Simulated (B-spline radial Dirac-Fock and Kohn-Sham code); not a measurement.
These are calculated numbers from a radial finite-basis atomic code; the model is Dirac-Fock energy differences between relaxed states, corrected for Breit and QED terms. K edges are those of the screened (neutral excited atom) model, which lie within a few eV to tens of eV of tabulated edges.

An X-ray tube with a terbium target emits Kα1 at 44479.8 eV and Kβ1 at 50381.5 eV. K edges of lighter neighbours: Nd 43566.5 eV, Pm 45181.6 eV, Sm 46831.0 eV, Eu 48515.5 eV, Gd 50241.8 eV.

Task: Which of these can serve as a Kβ filter, and which fluoresce under Kα1?

Result: A Kβ filter needs its edge between the two lines: Pm, Sm, Eu, Gd. Kα1 lies above the K edges of Nd, which therefore fluoresce.
